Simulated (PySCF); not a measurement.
**Correlation energy of Pb²⁺ (lead, charge +2)**

[Xe] 4f14 5d10 6s1 6p1, high-spin 3P determinant (an excited configuration). Calculation: PySCF 2.14, in x2c-TZVPPall; scalar relativity by spin-free X2C-1e. Frozen: [Kr] 4d10 4f14; 20 electrons correlated.

MP2 pair energies summed by pair of shells (mhartree):

```json
{"pair": "5d-5d", "energy": "-215.91", "share (%)": "54.0"}
{"pair": "5p-5d", "energy": "-68.28", "share (%)": "17.1"}
{"pair": "5d-6s", "energy": "-39.43", "share (%)": "9.9"}
{"pair": "5d-6p", "energy": "-21.91", "share (%)": "5.5"}
{"pair": "5p-5p", "energy": "-19.19", "share (%)": "4.8"}
{"pair": "5s-5d", "energy": "-14.75", "share (%)": "3.7"}
{"pair": "5s-5p", "energy": "-8.66", "share (%)": "2.2"}
{"pair": "5p-6s", "energy": "-4.88", "share (%)": "1.2"}
{"pair": "5p-6p", "energy": "-2.24", "share (%)": "0.6"}
{"pair": "6s-6p", "energy": "-1.91", "share (%)": "0.5"}
{"pair": "5s-5s", "energy": "-1.85", "share (%)": "0.5"}
{"pair": "5s-6s", "energy": "-0.45", "share (%)": "0.1"}
{"pair": "5s-6p", "energy": "-0.20", "share (%)": "0.0"}
```

Total MP2 correlation energy: -399.65 mhartree.

Same-spin part -145.04 and opposite-spin part -254.61 mhartree; SCS-MP2 scales them by 1/3 and 6/5 to -353.88 mhartree.

This basis was not built for core-valence correlation, so the inner-shell part is incomplete.
